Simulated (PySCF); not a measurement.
**C+: ionisation energy**

C+ [He] 2s2 2p1 (2P) → C(2+) [He] 2s2 (1S), as a difference of total energies. Computed with PySCF 2.14 in x2c-QZVPPall, with scalar relativity by spin-free X2C-1e. Correlated levels: valence: 1s2 frozen; valence and next inner shell: nothing frozen. The calculations carry no spin-orbit coupling.

```tsv
method	ionisation energy (eV)
UHF	24.169
LDA	24.772
PBE	24.852
r2SCAN	25.008
BHandHLYP	24.874
revPBE	24.819
wB97X-V	24.636
HSE06	24.855
MP2 (valence)	24.416
SCS-MP2 (valence)	24.379
SCS-MP2 (valence and next inner shell)	24.402
```

Problem. Estimate what MP2 (valence and next inner shell) gives.

Solution. 24.448 eV, closest to MP2 (valence) among the rows shown.

Problem. Estimate what PBE0 gives.

Solution. 24.835 eV, closest to revPBE among the rows shown.

A first-order spin-orbit estimate (lowest level to lowest level, LS coupling) adds 0.005 eV.

Errors of the correlated levels include the incompleteness of this basis and the frozen core.

For comparison: 24.383 eV (measured; NIST Atomic Spectra Database, ionization energies).
